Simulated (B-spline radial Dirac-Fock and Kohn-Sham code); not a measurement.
# EELS cross sections of the Bi N1 (4s) edge

System: the Bi atom, configuration 1s2 2s2 2p6 3s2 3p6 3d10 4s2 4p6 4d10 4f14 5s2 5p6 5d10 6s2 6p3. Method: the first Born approximation with generalised oscillator strengths from a Dirac-Hartree-Slater potential (longitudinal and transverse terms; continuum final states only, so no white lines or fine structure). Computed with a B-spline atomic structure program. The edge is taken at 939.0 eV (tabulated value).

Generalised oscillator strength df/dE of the whole subshell in 10⁻³ per eV, against momentum transfer:

| q (1/a₀) | 6 eV above | 30 eV above | 100 eV above | 250 eV above |
| --- | --- | --- | --- | --- |
| 0.0400 | 0.379 | 0.391 | 0.365 | 0.320 |
| 0.0695 | 0.379 | 0.391 | 0.365 | 0.320 |
| 0.121 | 0.379 | 0.391 | 0.365 | 0.320 |
| 0.210 | 0.379 | 0.391 | 0.365 | 0.321 |
| 0.365 | 0.379 | 0.391 | 0.365 | 0.321 |
| 0.634 | 0.378 | 0.391 | 0.366 | 0.323 |
| 1.10 | 0.377 | 0.391 | 0.369 | 0.328 |
| 1.91 | 0.369 | 0.390 | 0.377 | 0.345 |
| 3.33 | 0.353 | 0.380 | 0.389 | 0.398 |
| 5.78 | 0.444 | 0.442 | 0.432 | 0.556 |
| 10.0 | 0.274 | 0.432 | 0.413 | 0.501 |
| 17.5 | 0.000971 | 0.0101 | 0.0114 | 0.0163 |
| 30.3 | 0.000471 | 0.00128 | 0.00138 | 0.00162 |

As q goes to zero the values tend to the optical oscillator strength. At 250 eV above the edge the largest value on this grid is at q = 5.78 per a₀; a free electron at rest would take up the loss of 1189 eV at q = 9.35 per a₀, where the Bethe ridge forms once the loss is well above the edge energy.
